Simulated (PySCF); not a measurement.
Al(F)(OH)(NH2) (AlFH3NO), SMILES [F][Al]([OH])[NH2].

The structure is a stationary point at TPSSh-D3(BJ)/def2-SVP. Other conformers were not sampled.

All values below come from TPSSh-D3(BJ)/def2-SVP in PySCF.

Frequencies are harmonic and unscaled.

Task: List the normal modes with their intensities. (An estimate is asked for; the answer gives what the named calculation found.)

Result: 
```csv
mode,ν (cm⁻¹),IR (km/mol),Raman (Å⁴/amu),depolarisation,moving atoms (share of kinetic energy)
1,200,0.3,1.0,0.74,"H 26 %, N 25 %, O 19 %, F 16 %, Al 14 %"
2,231,44.1,1.3,0.71,"F 38 %, O 24 %, Al 16 %, H 14 %, N 9 %"
3,266,0.7,0.4,0.75,"H 61 %, Al 25 %, N 9 %"
4,284,134.5,2.0,0.75,"Al 40 %, H 31 %, O 20 %"
5,359,0.3,0.1,0.75,H 94 %
6,362,225.2,1.6,0.75,"H 87 %, N 13 %"
7,575,109.0,2.6,0.19,"H 72 %, O 24 %"
8,662,53.7,2.4,0.10,"H 63 %, N 21 %, F 14 %"
9,692,34.2,9.5,0.08,"N 32 %, O 25 %, H 22 %, F 20 %"
10,926,160.0,3.5,0.24,"Al 51 %, F 26 %, N 18 %"
11,948,154.2,1.6,0.75,"Al 50 %, O 30 %"
12,1536,43.6,4.6,0.69,"H 89 %, N 10 %"
13,3571,27.6,120.3,0.10,H 96 %
14,3661,30.8,74.0,0.75,"H 91 %, N 9 %"
15,3900,90.3,102.0,0.27,H 94 %
```
